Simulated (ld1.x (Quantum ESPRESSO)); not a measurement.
**Ge: excitation energies, all-electron against TM**

ld1.x (Quantum ESPRESSO) 7.5 input, shortened:

```
&input
   title='Ge', zed=32., rel=2, dft='REVPBE', iswitch=3,
   config='[Ar] 3d10 4s2 4p2', rel_dist='average'
 /
 &inputp
   pseudotype=2, tm=.true., lloc=-1, rcloc=1.00,
   nlcc=.false.
 /
3
3S  1  0   2.00   0.00  1.05  1.05  0.0
3P  2  1   6.00   0.00  0.80  0.80  0.0
3D  3  2  10.00   0.00  0.85  0.85  0.0
 &test
   configts(1)='3s2 3p6 3d10 4s2 4p2'
 /
```

Open shells are filled in proportion to 2j + 1 (rel_dist='average').

Occupied shells without a wave of their own: 4p, 4s. They enter only through the test configuration that unscreens the potential.

Energies are relative to the spin-unpolarised reference configuration 3s2 3p6 3d10 4s2 4p2; without spin polarisation the order of configurations can differ from experiment. The frozen-core shift is the all-electron ΔE with the core orbitals held at their reference shape minus the fully relaxed ΔE.

Give the all-electron excitation energy and the error of the potential for: 3s2 3p6 3d10 4s2 4p1; 3s2 3p6 3d10 4s2 4p0; 3s2 3p6 3d10 4s1 4p0; 3s2 3p5 3d10 4s2 4p2; 3s2 3p6 3d10 4s0 4p0; 3s2 3p6 3d10 4s2 4p1.5; 3s2 3p6 3d9 4s2 4p3.

| valence configuration | charge | ΔE all-electron (eV) | error AE − PS (meV) | frozen-core shift (meV) |
| --- | --- | --- | --- | --- |
| 3s2 3p6 3d10 4s2 4p1 | +1 | 7.393 | +37 | 0.0 |
| 3s2 3p6 3d10 4s2 4p0 | +2 | 22.747 | +99 | 0.0 |
| 3s2 3p6 3d10 4s1 4p0 | +3 | 57.362 | +491 | +0.1 |
| 3s2 3p5 3d10 4s2 4p2 | +1 | 125.726 | -6.1 | +5.1 |
| 3s2 3p6 3d10 4s0 4p0 | +4 | 103.464 | +997 | +0.4 |
| 3s2 3p6 3d10 4s2 4p1.5 | +0.5 | 2.779 | +15 | 0.0 |
| 3s2 3p6 3d9 4s2 4p3 | 0 | 29.608 | -47 | +0.4 |

Levels in the configuration 3s2 3p6 3d10 4s2 4p0:

```csv
level,all-electron (eV),pseudo (eV)
3s j=1/2,-188.425,-188.352
3p j=1/2,-138.394,-138.317
3p j=3/2,-134.121,-134.047
3d j=3/2,-49.467,-49.395
3d j=5/2,-48.880,-48.811
4s j=1/2,-29.115,-28.778
```

The 4p, 4s levels have no wave, so the channel is fitted at the deeper level alone: the likely source of the large errors.

A Bessel basis up to 400 Ry misses an occupied level by 0.03 Ry, so cutoffs and ghosts were not judged.
